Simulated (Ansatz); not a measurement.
Input:

```yaml
crystal:
  periodic: [false, false, false]
  atoms:
    - { symbol: C, position_ang: [-2.158, 0.0106, -0.0888] }
    - { symbol: C, position_ang: [-0.8756, 0.1678, -0.1289] }
    - { symbol: C, position_ang: [-0.2187, 1.4179, 0.3532] }
    - { symbol: O, position_ang: [-0.0742, -0.8803, -0.6669] }
    - { symbol: Si, position_ang: [1.5018, -1.0715, -0.6584] }
    - { symbol: O, position_ang: [2.0073, -1.2413, 0.9243] }
    - { symbol: H, position_ang: [-2.8166, 0.8454, 0.291] }
    - { symbol: H, position_ang: [-2.6543, -0.8231, -0.481] }
    - { symbol: H, position_ang: [-1.37195, -0.13307, 0.65253] }
    - { symbol: H, position_ang: [0.4143, 1.8764, -0.4034] }
    - { symbol: H, position_ang: [0.4468, 1.1978, 1.2464] }
    - { symbol: H, position_ang: [2.1791, 0.1347, -1.2073] }
    - { symbol: H, position_ang: [1.8366, -2.2429, -1.424] }
    - { symbol: H, position_ang: [1.305, -1.608, 1.5348] }
basis:
  gaussian: { orbitals: cc-pVDZ }
hamiltonian:
  xc: pbe
  dispersion: d4
relax:
  f_tol: 0.02
  max_steps: 50
```

Launched with:

```bash
$ ansatz run input.yaml --threads 2 --pin off --max-ram 3072MiB --backend cpu --events-out ev --progress --plain --runs-dir out
```

Hardware: 2 threads of Arm Neoverse V2, on a shared host.

**Question.** Roughly how long does this run take, and how much memory?

**Answer.** 97 s, with a peak of 0.18 GiB, for 31 ionic steps.
